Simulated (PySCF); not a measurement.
A PySCF script (with the pyscf-properties extension) for the NMR shieldings of `CC[C@H](C)NBN`, C$_{4}$H$_{13}$BN$_{2}$, on a GFN2-xTB geometry:

```python
import basis_set_exchange as bse
import numpy as np
from pyscf import gto, dft
from pyscf.prop import nmr

atoms = """
C    -1.765185    0.804842    1.085448
C    -1.603116   -0.137472   -0.101080
C    -0.149932   -0.179767   -0.600536
C    -0.041005   -1.019207   -1.879502
N     0.727641   -0.697516    0.422450
B     1.878007   -0.126849    0.987101
N     2.361761    1.133406    0.608176
H    -1.555057    1.830298    0.788753
H    -1.072768    0.530151    1.877883
H    -2.779304    0.761307    1.476096
H    -1.904798   -1.147110    0.189845
H    -2.252889    0.182622   -0.918220
H     0.165507    0.843069   -0.827957
H     0.993880   -1.051351   -2.212224
H    -0.651794   -0.594484   -2.672596
H    -0.374343   -2.038320   -1.692371
H     0.444367   -1.616433    0.725085
H     2.455959   -0.728674    1.813810
H     3.181403    1.543243    1.014947
H     1.936517    1.718923   -0.088144
"""
names = dict.fromkeys(["C", "N", "B", "H"], "pcSseg-1")
basis = {el: gto.basis.parse(bse.get_basis(n, elements=[el], fmt="nwchem")) for el, n in names.items()}
mol = gto.M(atom=atoms, basis=basis, charge=0, verbose=0)
mf = dft.RKS(mol, xc="PBE0")
mf.grids.level = 2
mf.grids.alignment = dft.numint.BLKSIZE   # the property module wants whole blocks of grid points
mf.conv_tol = 1e-9
mf.kernel()

calc = nmr.RKS(mf)   # GIAO
C = mf.mo_coeff
Co = C[:, mf.mo_occ > 0]
resp = mf.gen_response(singlet=True, hermi=2)
def vind(x):   # induced exchange potential for any number of trial vectors
    d = np.einsum("pi,xij,qj->xpq", C, 2 * x.reshape(-1, C.shape[1], Co.shape[1]), Co, optimize=True)
    return np.einsum("xpq,pi,qj->xij", resp(d - d.transpose(0, 2, 1)), C, Co, optimize=True).ravel()
mo1, _ = nmr.rhf.solve_mo1(calc, with_cphf=vind)
sigma = calc.kernel(mo1)
for i, s in enumerate(sigma):   # ppm
    print("%2d %-2s %9.2f" % (i, mol.atom_pure_symbol(i), np.trace(s) / 3))
```

Q: What does it print?

A: 
```
 0 C     173.11
 1 C     150.00
 2 C     136.20
 3 C     158.17
 4 N     159.05
 5 B      78.72
 6 N     201.78
 7 H      31.04
 8 H      30.08
 9 H      30.73
10 H      30.91
11 H      30.19
12 H      29.13
13 H      30.32
14 H      30.60
15 H      30.80
16 H      29.93
17 H      27.65
18 H      29.15
19 H      29.50
```

These numbers come from an equivalent density-fitted implementation of the same equations, which agrees with the script to about 0.01 ppm for H and up to a few tenths of a ppm for heavy atoms, so last digits may differ.

Size and cost of the density-fitted run: 184 basis functions, 34 s wall time on 1 thread of an Arm Neoverse V2, shared host; peak memory 0.84 GiB.
